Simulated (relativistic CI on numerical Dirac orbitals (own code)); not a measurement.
## Slater and spin-orbit integrals, Yb54+

Method of calculation: Dirac-Coulomb-Breit CI, separate exchange-only KLI orbitals for each configuration, QED by a radiative potential, unscaled Slater integrals (own radial code, finite nucleus).

Slater integrals F^k, G^k are unscaled and averaged over j, outside the closed core [Ne]; ζ comes from projecting the Hamiltonian with its Breit term on Σ l·s of the shell.

- 3s2 3p4: F^2(3p,3p) = 500940, ζ(3p) = 1.4553e+06 cm⁻¹; <r>(3p) = 0.1953, <r^2>(3p) = 0.04418 (bohr units).
- 3s 3p5: G^1(3s,3p) = 635470, ζ(3p) = 1.4551e+06 cm⁻¹; <r>(3s) = 0.1998, <r^2>(3s) = 0.0456, <r>(3p) = 0.1954, <r^2>(3p) = 0.04423 (bohr units).
- 3s2 3p3 3d: F^2(3p,3p) = 500610, ζ(3p) = 1.4542e+06, F^2(3p,3d) = 505330, G^1(3p,3d) = 523950, G^3(3p,3d) = 354220, ζ(3d) = 198180 cm⁻¹; <r>(3p) = 0.1955, <r^2>(3p) = 0.04425, <r>(3d) = 0.173, <r^2>(3d) = 0.03453 (bohr units).

Averages of the first 10 configurations, taken without configuration mixing, which lowers the lowest level and can move excited configurations by several eV; other configurations of the list can lie among them:

```
Configuration  Parity  States  Average energy above the lowest level (eV)
      3s2 3p4    even      15                                       190.7
       3s 3p5     odd      12                                       557.1
   3s2 3p3 3d     odd     200                                       544.0
          3p6    even       1                                       945.4
    3s 3p4 3d    even     300                                       901.0
       3p5 3d     odd      60                                      1279.9
   3s 3p3 3d2     odd    1800                                      1253.3
3s2 3p2 3d 4p     odd     900                                      2997.4
       3p5 4s     odd      12                                      3241.9
 3s 3p3 3d 4s     odd     800                                      3202.6
```
